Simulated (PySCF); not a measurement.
## Electron correlation in Zn⁺ (zinc, charge +1)

[Ar] 3d9 4s1 4p1, one real determinant (an excited configuration). Calculation: PySCF 2.14, in x2c-TZVPPall; scalar relativity by spin-free X2C-1e. Frozen: [Ar]; 11 electrons correlated.

| level | correlation energy (mhartree) |
| --- | --- |
| CCSD | -332.69 |
| (T) | -6.56 |
| CCSD(T) | -339.25 |

Diagnostics: T1 = 0.0082, D1 = 0.0233, largest double amplitude 0.035.

The real determinant used has ⟨L²⟩ near 8 against 12 for a pure F term, so it mixes terms.

Cost of the coupled-cluster step: about 10 core-seconds, for 11 correlated electrons.

Iterations:

```
CC2 = 0
CCSD nocc = (np.int64(7), np.int64(4)), nmo = (55, 55)
frozen orbitals [[0, 1, 2, 3, 4, 5, 6, 7, 8], [0, 1, 2, 3, 4, 5, 6, 7, 8]]
max_cycle = 100
direct = 0
conv_tol = 1e-08
conv_tol_normt = 1e-06
diis_space = 8
diis_start_cycle = 0
Init t2, MP2 energy = -0.350175319531581
Init E_corr(UCCSD) = -0.350175319553901
cycle = 1  E_corr(UCCSD) = -0.326255331036395  dE = 0.0239199885  norm(t1,t2) = 0.0455586
cycle = 2  E_corr(UCCSD) = -0.332466705125919  dE = -0.00621137409  norm(t1,t2) = 0.0146682
cycle = 3  E_corr(UCCSD) = -0.331886109189093  dE = 0.000580595937  norm(t1,t2) = 0.00705184
cycle = 4  E_corr(UCCSD) = -0.332396114255854  dE = -0.000510005067  norm(t1,t2) = 0.00421912
cycle = 5  E_corr(UCCSD) = -0.332561023706795  dE = -0.000164909451  norm(t1,t2) = 0.00298484
cycle = 6  E_corr(UCCSD) = -0.332547907925963  dE = 1.31157808e-05  norm(t1,t2) = 0.00239861
cycle = 7  E_corr(UCCSD) = -0.332653621925501  dE = -0.000105714  norm(t1,t2) = 0.00153376
cycle = 8  E_corr(UCCSD) = -0.332697440056258  dE = -4.38181308e-05  norm(t1,t2) = 0.000418266
cycle = 9  E_corr(UCCSD) = -0.33268237825665  dE = 1.50617996e-05  norm(t1,t2) = 0.000140227
cycle = 10  E_corr(UCCSD) = -0.33268606185057  dE = -3.68359392e-06  norm(t1,t2) = 4.53809e-05
cycle = 11  E_corr(UCCSD) = -0.332686108086647  dE = -4.62360766e-08  norm(t1,t2) = 1.68732e-05
cycle = 12  E_corr(UCCSD) = -0.332685753911639  dE = 3.54175008e-07  norm(t1,t2) = 3.95382e-06
cycle = 13  E_corr(UCCSD) = -0.332685843108561  dE = -8.91969227e-08  norm(t1,t2) = 1.31364e-06
cycle = 14  E_corr(UCCSD) = -0.332685768818275  dE = 7.42902866e-08  norm(t1,t2) = 3.70214e-07
cycle = 15  E_corr(UCCSD) = -0.332685785115109  dE = -1.62968342e-08  norm(t1,t2) = 1.5743e-07
cycle = 16  E_corr(UCCSD) = -0.332685785433793  dE = -3.18684246e-10  norm(t1,t2) = 6.56892e-08
UCCSD converged
E(UCCSD) = -1793.907680975286  E_corr = -0.3326857854337932
UCCSD(T) correction = -0.00655967181873833
```

The basis was made for the ground configuration and has no added diffuse functions, which can raise the energy of the promoted electron.

The reference is one real determinant that mixes LS terms of this configuration.
